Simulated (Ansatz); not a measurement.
`CC(C)(C)c1ccc(O)cc1`. Total charge 0; spin multiplicity 1. The geometry is a stationary point of PBE0-D4/def2-TZVP. It is one conformer, not always the lowest.

```xyz
25

C     0.639   -1.968    1.113
C    -0.414   -1.251    0.262
C    -1.736   -1.196    1.034
C    -0.636   -2.064   -1.009
C     0.056    0.167   -0.039
C     0.312    1.055    1.008
C     0.738    2.350    0.788
C     0.925    2.803   -0.512
O     1.345    4.083   -0.684
C     0.680    1.942   -1.570
C     0.251    0.644   -1.328
H     0.313   -2.986    1.344
H     0.814   -1.450    2.058
H     1.593   -2.026    0.583
H    -2.085   -2.206    1.265
H    -2.508   -0.693    0.446
H    -1.630   -0.655    1.977
H    -0.971   -3.070   -0.746
H    -1.402   -1.617   -1.647
H     0.284   -2.163   -1.592
H     0.174    0.730    2.034
H     0.931    3.025    1.613
H     1.433    4.261   -1.624
H     0.822    2.283   -2.592
H     0.070    0.001   -2.180
```

What is the dipole moment at r2SCAN/def2-TZVPP? (An estimate is asked.)

The calculation gave: 1.24 D, with components (-0.08, -0.37, -1.18) D in this frame, pointing from negative to positive charge.

And with PBE, B3LYP, ωB97M-V? (Estimate.)

Computed: PBE 1.21 D, B3LYP 1.27 D, ωB97M-V 1.28 D.

Give the Mulliken charges with r2SCAN, PBE, B3LYP in def2-TZVPP. (Estimate.)

Ansatz gave: 
```csv
atom,r2SCAN,PBE,B3LYP
C1,-0.21,-0.27,-0.28
C2,0.47,0.33,0.31
C3,-0.21,-0.27,-0.28
C4,-0.27,-0.31,-0.33
C5,-0.07,-0.03,-0.07
C6,-0.15,-0.13,-0.13
C7,-0.17,-0.17,-0.17
C8,0.26,0.20,0.22
O9,-0.32,-0.26,-0.30
C10,-0.13,-0.15,-0.16
C11,-0.14,-0.15,-0.15
H12,0.04,0.07,0.07
H13,0.05,0.07,0.08
H14,0.05,0.08,0.09
H15,0.04,0.07,0.07
H16,0.05,0.08,0.09
H17,0.05,0.07,0.08
H18,0.04,0.07,0.08
H19,0.05,0.08,0.09
H20,0.05,0.08,0.09
H21,0.08,0.08,0.11
H22,0.09,0.10,0.12
H23,0.21,0.19,0.19
H24,0.06,0.07,0.09
H25,0.09,0.09,0.12
```

B3LYP here is the variant with VWN-RPA as its local correlation; programs differ in this.
